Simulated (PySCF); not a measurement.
**Hf(3+): fine-structure interval**

Hf(3+) [Xe] 4f14 5d1 [5d3/2^1, M_J = 3/2] → Hf(3+) [Xe] 4f14 5d1 [5d5/2^1, M_J = 5/2], as a difference of total energies. Computed with PySCF 2.14 in x2c-TZVPPall-2c (11s11p10d3f1g, 124 functions), with the two-component X2C-1e Hamiltonian. Correlated levels: [Kr] 4d10 4f14 frozen; the 34 highest virtual spinors dropped. "Screened" scales the spin-orbit matrix elements by Boettger's factors to mimic the two-electron term; Breit and QED terms are absent.

```json
{"method": "GHF (screened spin-orbit)", "fine-structure interval (cm⁻¹)": "4549.6"}
{"method": "GMP2 (screened spin-orbit)", "fine-structure interval (cm⁻¹)": "4797.2"}
{"method": "GHF (bare spin-orbit)", "fine-structure interval (cm⁻¹)": "5348.4"}
```
